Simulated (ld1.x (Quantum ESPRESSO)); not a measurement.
**Before and after: TM potential for Nb (Z = 41)**

Nb, norm-conserving Troullier–Martins (Kleinman–Bylander form), made with ld1.x (Quantum ESPRESSO) 7.5 (PBE, scalar-relativistic). Core [Ar] 3d10, reference 4s2 4p6 4d3.5 5s0 5p0 (charge +1.5). Waves: 4s (bound): rc 1.50 bohr; 4d (bound): rc 1.65 bohr; 4p (bound): rc 1.45 bohr. Local part: the p channel. Core correction: a·sin(br)/r model core, default radius (core density twice the valence density).

Change: all radii but the core radius scaled by about 1.28 (s 1.92, p 1.86, d 2.12 bohr).

Cutoffs: the cutoffs (Ry, on a coarse ladder) from which the occupation-weighted sum of valence levels, in a spherical-Bessel basis at the reference potential, stays within 10 and 1 mRy of its value at 400 Ry; they do not see the model core or the augmentation charge, which bear on the density cutoff. Errors are all-electron minus pseudo energies relative to the spin-unpolarised reference configuration.

How do hardness, ghosts and transferability respond?

The potential gets softer (70 Ry and 110 Ry → 35 Ry and 50 Ry); of the 7 tests that both files solve, the error grows in 7 and shrinks in 0 by more than 15 % and 0.3 meV (median size 42.9 → 231.4 meV); neither file shows a bound ghost. A larger radius leaves more room for a smooth pseudo-wave, so fewer plane waves are needed. More of the atom is replaced by a form fitted at one configuration, so other configurations suffer.

```tsv
quantity	base	changed
cutoff, loose	70 Ry	35 Ry
cutoff, tight	110 Ry	50 Ry
loose cutoff by channel (10 mRy a level)	s 50 Ry, d 30 Ry, p 40 Ry	s 21 Ry, d 30 Ry, p 18 Ry
bound ghosts	none	none
error for 4s2 4p6 4d4 5s1 5p0, meV [ΔE -12.43 eV]	+92	+493
error for 4s2 4p6 4d4 5s0 5p0, meV [ΔE -5.79 eV]	0.0	+0.6
error for 4s2 4p6 4d3 5s0 5p0, meV [ΔE 8.25 eV]	+0.7	+1.6
error for 4s2 4p5 4d4 5s1 5p0, meV [ΔE 27.32 eV]	+157	+868
error for 4s2 4p6 4d5 5s0 5p0, meV [ΔE -11.16 eV]	+0.7	+3.1
error for 4s2 4p6 4d4 5s0.5 5p0, meV [ΔE -9.79 eV]	+53	+284
error for 4s2 4p6 4d4.5 5s0.5 5p0, meV [ΔE -11.87 eV]	+43	+231
```
